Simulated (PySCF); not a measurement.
# Magnetisability and related constants of `C=Cc1nc(Cl)[nH]c1C`, C6H7ClN2

Level of theory: GIAO B97-2/pcSseg-1 magnetisability, rotational g tensor and spin-rotation constants, non-relativistic, gas phase (PySCF). Geometry: GFN2-xTB.

Input:
```
{"job": {"kind": "mag", "xc": "B97-2", "basis": "pcSseg-1", "isotopologues": 0}, "charge": 0, "multiplicity": 1}
C      2.637980    -1.087413    -0.199262
C      1.726120    -0.130161    -0.083329
C      0.304318    -0.383892    -0.055368
N     -0.214591    -1.654299    -0.149758
C     -1.499062    -1.512801    -0.084636
Cl    -2.649481    -2.756326    -0.151988
N     -1.878950    -0.213403     0.049031
C     -0.722288     0.528603     0.067144
C     -0.731529     2.005898     0.214234
H      2.337073    -2.117053    -0.279026
H      3.691888    -0.870768    -0.216794
H      2.010397     0.910489     0.000707
H     -2.821268     0.134600     0.117362
H      0.079736     2.447497    -0.359251
H     -0.602746     2.291779     1.259250
H     -1.675197     2.416196    -0.139728
```
Coordinates are in Å.

Command: `OMP_NUM_THREADS=1 python excited_run.py task.json out`

(1) Show the output.

Answers

(1) Atoms count from 0.
```
coarse grid: 14608 points
cycle   1  E = -802.2663266589  dE =  1.701e+00  |g| = 5.883e-01  |ddm| = 3.997e+00
cycle   2  E = -802.0787825327  dE =  1.875e-01  |g| = 1.082e+00  |ddm| = 1.735e+00
cycle   3  E = -802.3545101133  dE = -2.757e-01  |g| = 1.588e-01  |ddm| = 1.187e+00
cycle   4  E = -802.3593821078  dE = -4.872e-03  |g| = 5.898e-02  |ddm| = 1.586e-01
cycle   5  E = -802.3600666015  dE = -6.845e-04  |g| = 2.430e-02  |ddm| = 8.321e-02
cycle   6  E = -802.3602085658  dE = -1.420e-04  |g| = 4.409e-03  |ddm| = 2.526e-02
cycle   7  E = -802.3602128251  dE = -4.259e-06  |g| = 1.462e-03  |ddm| = 4.953e-03
final grid: 138584 points
cycle   8  E = -802.3902448444  dE = -6.907e-05  |g| = 5.757e-03  |ddm| = 5.259e-02
cycle   9  E = -802.3902400033  dE =  4.841e-06  |g| = 6.496e-03  |ddm| = 1.027e-02
cycle  10  E = -802.3902491715  dE = -9.168e-06  |g| = 1.753e-03  |ddm| = 7.815e-03
cycle  11  E = -802.3902499437  dE = -7.723e-07  |g| = 4.310e-04  |ddm| = 1.893e-03
cycle  12  E = -802.3902499859  dE = -4.213e-08  |g| = 1.250e-04  |ddm| = 4.670e-04
cycle  13  E = -802.3902499892  dE = -3.322e-09  |g| = 4.215e-05  |ddm| = 1.560e-04
cycle  14  E = -802.3902499895  dE = -3.438e-10  |g| = 1.712e-05  |ddm| = 5.716e-05
converged SCF energy = -802.3902499895

Magnetisability tensor (1e-30 J/T^2)
    -1166.78      -21.94      -29.64
      -21.94    -1245.45       45.78
      -29.64       45.78    -1829.09
isotropic -1413.77   principal values   -1833.82  -1248.88  -1158.61
isotropic susceptibility -85.139 1e-6 cm^3/mol

Inertial axes            a          b          c
rot. const./GHz      2.2241     0.9817     0.6840
chi total           -73.001    -71.991   -110.427
chi diamagnetic    -673.361  -1267.461  -1817.030
chi paramagnetic    600.360   1195.470   1706.604
quadrupole/D A        2.541      5.254     -7.794
g nuclear            0.5961     0.5363     0.5527
g electronic        -0.6273    -0.5513    -0.5484
g total             -0.0312    -0.0150     0.0044

Spin-rotation constants (kHz, H = +C I.J)
atom  isotope        aa         bb         cc
  3    14N        0.536      0.172      0.028
  5   35Cl        0.193      0.330      0.186
  6    14N        0.259      0.122      0.054
  9     1H        0.030     -0.007     -0.072
 10     1H        0.151     -0.074     -0.079
 11     1H        0.083     -0.027     -0.078
 12     1H       -0.081      0.029     -0.085
 13     1H       -0.014     -0.101     -0.050
 14     1H       -0.209     -0.094      0.004
 15     1H       -0.173     -0.022     -0.064
  0    13C*       0.996      0.301      0.082
  1    13C*       1.073      0.314      0.089
  2    13C*       0.979      0.359      0.125
  4    13C*       0.875      0.304      0.169
  7    13C*       0.894      0.335      0.118
  8    13C*       0.308      0.128      0.086
* in the singly substituted isotopologue
```

It took 34 s wall time on 1 thread of an Arm Neoverse V2, shared host, peak memory 0.87 GiB.
